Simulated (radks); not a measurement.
All-electron atom: the thulium ion Tm4+ in [Xe] 4f11. Calculated with a radial shooting solver on a logarithmic mesh with Libxc functionals: scalar-relativistic Kohn-Sham, PBE, spin-unpolarised, spherical densities, finite nucleus; Fermi nuclear charge, rms radius 5.2256 fm.

Unscreened Slater integrals over Kohn-Sham orbitals (cm^-1). Empty in this configuration: 5d.

integral    value
F0(4f,4f)  285750
F2(4f,4f)  136030
F4(4f,4f)   85377
F6(4f,4f)   61431
F0(4f,5p)  175130
F2(4f,5p)   58757
G2(4f,5p)   28574
G4(4f,5p)   22508
F0(4f,5s)  195800
G3(4f,5s)   34173
F0(4f,4d)  312610
F2(4f,4d)  150360
F4(4f,4d)   96074
G1(4f,4d)  175930
G3(4f,4d)  111030
G5(4f,4d)   78650
F0(4f,5d)  135030
F2(4f,5d)   34406
F4(4f,5d)   16838
G1(4f,5d)   15142
G3(4f,5d)   12733
G5(4f,5d)  9813.9
F0(5p,5p)  145070
F2(5p,5p)   78623
F0(5p,5s)  154570
G1(5p,5s)  103750
F0(5p,4d)  181340
F2(5p,4d)   50637
G1(5p,4d)   13876
G3(5p,4d)   13594
F0(5p,5d)  120890
F2(5p,5d)   60180
G1(5p,5d)   71531
G3(5p,5d)   44442
F0(5s,5s)  166890
F0(5s,4d)  204420
G2(5s,4d)   21190
F0(5s,5d)  125610
G2(5s,5d)   46222
F0(4d,4d)  348130
F2(4d,4d)  176890
F4(4d,4d)  118400
F0(4d,5d)  137990
F2(4d,5d)   27506
F4(4d,5d)   11485
G0(4d,5d)  5949.4
G2(4d,5d)  7111.6
G4(4d,5d)  5866.3
F0(5d,5d)  106690
F2(5d,5d)   56679
F4(5d,5d)   37821

Derived for the open shells (J is the average intra-shell exchange parameter used in DFT+U). 4f: F4/F2 = 0.628, F6/F2 = 0.452, J = (286 F2 + 195 F4 + 250 F6)/6435 = 11020 cm^-1.
